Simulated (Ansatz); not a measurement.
Consider the formal loss of a carbene: `[CH3][Ge]([CH3])([F])[Cl]` → `[CH3][GeH]([F])[Cl]` + `[CH2]` (triplet).

Isolated molecules relaxed with PBE0-D4/def2-TZVP in Ansatz; ΔE leaves out vibrations. CBS: MP2 limit from def2 TZ/QZ plus the TZ coupled-cluster correction, frozen cores. This one scheme is used for every species. DFT in def2-TZVPP. Triplets are unrestricted, without spin–orbit coupling. For Ge outer-core shells are correlated without core-valence functions, which leaves a few kJ/mol of doubt a bond. Scalar relativity is left out up to krypton.

| level | ΔE (kcal/mol) |
| --- | --- |
| r2SCAN | 109.8 |
| CCSD/def2-TZVPP | 110.5 |
| SCS-MP2/def2-QZVPP | 118.1 |
| CCSD/CBS(def2) | 113.1 |

Q: What does CCSD(T)/CBS give? (Best estimate.)

A: The calculation gave: +115.9 kcal/mol. The listed levels differ from it by -6.1, -5.4, 2.2, -2.8 kcal/mol.

Largest T1 diagnostic among the species: 0.011.

From PBE to PBE0 (25 % exact exchange), in def2-TZVPP and without D4, ΔE moves by −1.7 kcal/mol. The D4 term adds +2.7 kcal/mol with B3LYP and +1.5 kcal/mol with PBE0; it sums over pairs of atoms, weighted by their polarisabilities, and B3LYP, whose exchange is more repulsive, gets the larger term. In def2-TZVPP, CCSD(T) changes the Hartree–Fock value by +34.2 kcal/mol (the triples alone add +2.8 kcal/mol) and MP2 by +37.9 kcal/mol.

B3LYP here is the variant with VWN-RPA as its local correlation; programs differ in this.
